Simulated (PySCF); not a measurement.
NMR data simulated for an unnamed compound:

$^{1}$H NMR (600 MHz, computed): δ 5.08 (s, 2H), 4.80 (s, 6H), 1.41 (m, 1H), 0.82 (m, 2H), 0.81 (m, 2H).

$^{13}$C{$^{1}$H} NMR (computed): δ 124.3 (C), 78.4 (C), 11.4 (CH2), 3.5 (CH).

Computed data (PySCF 2.14): GFN2-xTB structure, shielding tensors at PBE0/pcSseg-1 (GIAO). One conformer, in vacuum, one averaged value for each set of equivalent atoms, non-relativistic.

Chemical shifts δ = σref − σ; TMS for $^{1}$H (σ = 31.72 ppm), $^{13}$C (σ = 186.93 ppm), all at this level.

Question: Which of these does the molecule contain: a C≡C triple bond, a Si–CH3 group, a nitrile, a Si–H bond, a three-membered ring, a vinyl group CH=CH2?

Answer: 
- A C≡C triple bond: yes (δC 78.4, 124.3).
- A Si–CH3 group: no.
- A nitrile: no.
- A Si–H bond: yes (δH 4.80 (s)).
- A three-membered ring: yes.
- A vinyl group CH=CH2: no.

The data belong to `[SiH3]N([SiH3])[SiH2]C#CC1CC1`, C₅H₁₃NSi₃; they needn't prove each group on their own.

Carbon signals by region: 1 in the sp2 and nitrile region (100–160 ppm), 1 at 50–100 ppm, 2 below 50 ppm.

Shifts are as computed. Against solution values, carbons near 30 ppm lie about +3 ppm off and those near 130 ppm about +5 ppm. Of 1211 compounds with measured shifts, 218 miss one by over three times the rms of a fit or turn the order of signals round; such compounds aren't used in these exercises. Multiplicities follow the n + 1 count of equivalent neighbours, as no J values were calculated; m marks all less simple cases, F and P coupling included.
